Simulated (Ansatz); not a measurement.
System: PH₄, charge 0, multiplicity 2. 
Geometry from a B3LYP-D3(BJ)/def2-TZVP (Ansatz, a first-principles code) optimisation:
```
P
H 1 1.4076
H 1 1.4076 2 99.86
H 1 1.5230 2 92.92 3 93.47
H 1 1.5230 2 92.92 4 173.06
```
Charge 0, spin multiplicity 2.

Question: Give the harmonic wavenumbers at B3LYP-D3(BJ)/def2-TZVP (Ansatz, finite differences of forces, unscaled).

Answer: 806, 889, 989, 1116, 1189, 1449, 1774, 2446, 2459 cm⁻¹. Zero-point energy 18.7 kcal/mol.

Question: From these and the geometry, give the ideal-gas thermochemistry at 298.15 K and 1 atm (rigid rotor, harmonic oscillator).

Answer: Point group C2v, rotational symmetry number 2. Rotational constants 127.9, 80.74, 72.34 GHz. S(trans) 36.59, S(rot) 15.34, S(vib) 0.57, S(elec, spin only) 1.38, S 53.9 cal/(mol K). H(298) - H(0) 2.51 kcal/mol; G - E(el) 5.2 kcal/mol.
